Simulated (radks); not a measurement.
The numbers below are computed, except where a source is named.
Species: Be. Configuration: [He] 2s2 (the NIST ground configuration).

Code: a radial shooting solver on a logarithmic mesh with Libxc functionals. Model: non-relativistic Kohn-Sham, PBE, spin-polarised, spherical densities, point nucleus.

Energy parts (eV):
part                    energy
total                 -398.101
kinetic                396.152
electron-nucleus      -915.338
Hartree                195.072
exchange-correlation   -73.988

Orbitals (lengths in bohr, moments of r in powers of bohr; r(max) is where P^2 peaks):
| orbital | occ. | eigenvalue (eV) | r(max) | <r^2> |
|---|---|---|---|---|
| 1s | 2 | -106.1955 | 0.2662 | 0.2417 |
| 2s | 2 | -5.6088 | 2.042 | 8.148 |

The highest occupied level is 2s at -5.609 eV. Summed over all electrons, <r^2> = 16.78 bohr^2, which gives a Langevin (diamagnetic) susceptibility term of -13.3 x 10^-6 cm^3/mol.
